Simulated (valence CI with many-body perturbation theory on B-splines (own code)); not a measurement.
Tm¹⁹⁺: electric-dipole lines

Level of theory: relativistic CI+MBPT: four valence electrons over a frozen Dirac-Fock core [Kr] 4d10, radial functions for each j: 7 s, 7 p, 7 d, 7 f, 4 g, 2 h, with the one-electron correlation potential Σ1 (screened to all orders), the two-electron term Σ2, the three-electron term Σ3, Breit, model QED; selected single and double excitations, second order for the rest, scaled by the run's own slope (own B-spline code, finite nucleus).

No measured spectrum was set against this ion. As an estimate, terms of the open shell hold to a few per cent of their energy, and close levels can change places.

Lines 101 to 150 of 332 in falling wavelength, among levels below 77.794 eV, chosen from the strongest by gf and those to the six lowest levels. Wavelengths and rates use the calculated energies, so an error of 2000 cm⁻¹ moves a line at 41.20 nm by 0.82 % and its rate by three times that or more. Electric multipoles are in the length gauge, E1 and E2 with the static RPA response of the core. Weak lines are less certain than strong ones. Lines between different terms over intervals too small for the method are left out, as are lines whose strength nearly cancels. Where a level lies close to another of its J and parity, the split of strength between their lines is uncertain. The highest levels of a list are the least certain.

Names give the largest LS component (configuration and term), which can be under half, so a name can repeat, a term be missing and a line seem to break the LS rules; names also repeat where a configuration has a term twice. Letters in brackets count levels of one name in rising energy.

```
λ vac (nm)             Upper             Lower   A (s⁻¹)  S (a.u.) with core polarisation  S without
     41.20       4f3 5p 5G_2      4f3 5s 3P°_2  1.61e+06                         2.78e-04   3.52e-04
     41.09       4f3 5p 5I_5      4f3 5s 5F°_5  9.73e+05                         3.67e-04   4.72e-04
     41.08       4f3 5p 5H_6  4f3 5s 1H°_5 [a]  7.56e+06                         3.36e-03   4.29e-03
     41.04       4f3 5p 5K_6  4f3 5s 3I°_7 [a]  6.27e+06                         2.78e-03   3.56e-03
     41.02  4f3 5s 3H°_6 [b]      4f4 1I_6 [c]  4.57e+04                         2.02e-05   1.95e-05
     40.95       4f3 5p 5H_6      4f3 5s 3K°_7  7.75e+05                         3.41e-04   4.45e-04
     40.90       4f3 5p 5K_7      4f3 5s 3K°_6  8.08e+04                         4.09e-05   5.11e-05
     40.73       4f3 5p 3H_4  4f3 5s 3G°_5 [a]  3.37e+07                         1.01e-02   1.30e-02
     40.68       4f3 5p 5G_2  4f3 5s 3F°_3 [a]  6.44e+06                         1.07e-03   1.39e-03
     40.68       4f3 5p 3H_4      4f3 5s 5F°_3  3.12e+06                         9.33e-04   1.20e-03
     40.66       4f3 5p 3H_4  4f3 5s 3H°_4 [a]  5.89e+06                         1.76e-03   2.26e-03
     40.63       4f3 5p 5H_6      4f3 5s 3K°_6  1.10e+07                         4.74e-03   6.06e-03
     40.39  4f3 5s 1H°_5 [b]      4f4 1I_6 [c]  5.14e+04                         1.84e-05   1.52e-05
     40.32       4f3 5p 5K_7  4f3 5s 3H°_6 [a]  2.54e+07                         1.23e-02   1.58e-02
     40.06       4f3 5p 5H_6  4f3 5s 3H°_6 [a]  8.89e+05                         3.67e-04   4.73e-04
     40.03       4f3 5p 5I_5      4f3 5s 5F°_4  1.90e+07                         6.62e-03   8.50e-03
     39.97  4f3 5s 3I°_6 [a]      4f4 3K_7 [b]  5.89e+04                         2.41e-05   1.85e-05
     39.82       4f3 5p 5K_6  4f3 5s 3G°_5 [a]  4.15e+07                         1.68e-02   2.15e-02
     39.55       4f3 5p 5G_2  4f3 5s 3S°_1 [a]  6.26e+07                         9.56e-03   1.22e-02
     39.49  4f3 5s 1G°_4 [b]      4f4 1G_4 [d]  1.03e+05                         2.80e-05   2.33e-05
     39.45       4f3 5p 5H_6      4f3 5s 5F°_5  1.53e+06                         6.01e-04   7.63e-04
     39.41       4f3 5p 5K_5  4f3 5s 3I°_5 [a]  7.77e+08                         2.58e-01   3.31e-01
     39.39       4f3 5p 5G_2  4f3 5s 3G°_3 [a]  1.71e+07                         2.58e-03   3.31e-03
     39.29       4f3 5p 5I_5  4f3 5s 3G°_5 [a]  2.24e+07                         7.37e-03   9.47e-03
     39.29       4f3 5p 5K_6  4f3 5s 3I°_6 [a]  2.37e+08                         9.21e-02   1.18e-01
     39.23       4f3 5p 5I_5  4f3 5s 3H°_4 [a]  1.42e+08                         4.66e-02   5.98e-02
     39.14       4f3 5p 5K_7  4f3 5s 3I°_7 [a]  2.46e+07                         1.09e-02   1.39e-02
     38.95       4f3 5p 5G_2  4f3 5s 3F°_2 [a]  7.24e+08                         1.05e-01   1.35e-01
     38.89       4f3 5p 5H_6  4f3 5s 3I°_7 [a]  4.01e+08                         1.51e-01   1.94e-01
     38.78       4f3 5p 5I_5  4f3 5s 3I°_6 [a]  8.81e+08                         2.79e-01   3.57e-01
     38.59       4f3 5p 5G_2      4f3 5s 5G°_3  2.74e+06                         3.88e-04   5.00e-04
     38.29       4f3 5p 5K_5      4f3 5s 5I°_6  3.52e+07                         1.07e-02   1.38e-02
     38.28       4f3 5p 5G_2      4f3 5s 5G°_2  1.34e+07                         1.86e-03   2.34e-03
     38.24       4f3 5p 3H_4  4f3 5s 3I°_5 [a]  1.67e+09                         4.15e-01   5.31e-01
     38.19  4f3 5s 3I°_7 [a]      4f4 3K_8 [b]  9.40e+04                         3.88e-05   3.14e-05
     37.79       4f3 5p 5H_6  4f3 5s 3G°_5 [a]  2.61e+06                         9.03e-04   1.14e-03
     37.67       4f3 5p 5G_2      4f3 5s 5S°_2  4.45e+07                         5.87e-03   7.51e-03
     37.55       4f3 5p 5K_6      4f3 5s 5I°_7  1.73e+08                         5.87e-02   7.53e-02
     37.54       4f3 5p 5K_7  4f3 5s 3I°_6 [a]  3.54e+09                         1.39e+00   1.78e+00
     37.44       4f3 5p 5K_6  4f3 5s 3I°_5 [a]  2.98e+09                         1.00e+00   1.28e+00
     37.38       4f3 5p 5G_2      4f3 5s 5F°_3  7.80e+07                         1.01e-02   1.29e-02
     37.31       4f3 5p 5H_6  4f3 5s 3I°_6 [a]  2.45e+09                         8.16e-01   1.05e+00
     37.14       4f3 5p 5K_5      4f3 5s 5I°_5  2.61e+09                         7.25e-01   9.30e-01
     37.03       4f3 5p 5K_7      4f3 5s 5I°_8  3.08e+08                         1.16e-01   1.48e-01
     36.97       4f3 5p 5I_5  4f3 5s 3I°_5 [a]  2.03e+09                         5.56e-01   7.13e-01
     36.85      4f3 5s 1K°_7      4f4 1L_8 [b]  8.05e+04                         2.98e-05   2.37e-05
     36.69       4f3 5p 5G_2      4f3 5s 5F°_2  3.50e+09                         4.27e-01   5.47e-01
     36.44       4f3 5p 5K_5      4f3 5s 5I°_4  5.87e+09                         1.54e+00   1.98e+00
     36.42       4f3 5p 5K_6      4f3 5s 5I°_6  3.59e+09                         1.11e+00   1.43e+00
     36.32       4f3 5p 5G_2      4f3 5s 5F°_1  4.99e+09                         5.90e-01   7.56e-01
```
